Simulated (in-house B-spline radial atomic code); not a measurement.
Atomic self-consistent-field run: the copper ion Cu⁶⁺ (an excited or competing configuration). Method: Dirac-Hartree-Fock, average of configuration, Fermi nucleus of rms radius 3.8823 fm. Calculated with a B-spline radial code for spherical atoms.

Command:
```bash
python run_scf.py task.json out
```
Settings (nuclear radius in fm, mass in u):
```
Z                29
configuration    [Ne] 3s2 3p5 3d5 6g1
hamiltonian      dirac
method           hf
spin_polarised   False
nucleus          fermi
rms_radius       3.8823
atomic_mass      62.9296
speed_of_light   137.035999084
```

Output (hartree, bohr):
```
 radial grid: 70 intervals, B-splines of order 8, outer radius 28.6567 bohr

 iter        energy (Eh)    residual
    1      -1614.3308817    1.04e+00
    2      -1632.3056961    4.57e-01
    3      -1634.8940013    1.47e-01
    4      -1635.2196983    5.04e-02
    5      -1635.2545634    1.80e-02
    6      -1635.2599440    1.32e-03
    7      -1635.2599631    3.74e-05
    8      -1635.2599632    5.26e-06
    9      -1635.2599632    2.44e-07

 total energy                    -1635.259963
 kinetic                           1664.95151
 electron-nucleus                 -3817.45164
 electron-electron                  517.24017

 first-order corrections (not in the total)
   Gaunt                            0.74183
   retardation                     -0.06708
   frequency dependence            -0.00223
   self-energy                      0.49872
   Uehling                         -0.04492
   Wichmann-Kroll                   0.00034
   recoil                           0.01086

 orbital      occ     eigenvalue          <r>       <r^2>       <1/r>       r_max    small
 1s1/2      2.000     -338.67677    0.0521038  0.00365241     29.1623     0.03412  1.09e-02
 2s1/2      2.000      -47.69051     0.233553   0.0643839     6.39828       0.196  2.10e-03
 2p1/2      2.000      -42.33267     0.203864   0.0510515     6.31446      0.1565  2.06e-03
 2p3/2      4.000      -41.56902       0.2071   0.0525559     6.17655      0.1592  2.02e-03
 3s1/2      2.000      -10.47367     0.674029    0.519555     2.10477      0.5991  5.03e-04
 3p1/2      1.667       -8.74578     0.684202    0.543678     2.00582      0.5959  4.69e-04
 3p3/2      3.333       -8.63041      0.69142    0.554944     1.97665      0.6025  4.62e-04
 3d3/2      2.000       -5.88377      0.69687    0.582929      1.7728      0.5429  3.82e-04
 3d5/2      3.000       -5.86775     0.699125    0.586515       1.766      0.5448  3.80e-04
 6g7/2      0.444       -0.68131      6.27202      44.282    0.195197       6.668  1.83e-05
 6g9/2      0.556       -0.68130      6.27216     44.2839    0.195191       6.668  1.83e-05
```

Time taken, with all properties: 2.3 s on 1 thread of Arm Neoverse N1, on a shared host.

For the Dirac Hamiltonian the kinetic term is c α·p + (β - 1)c².
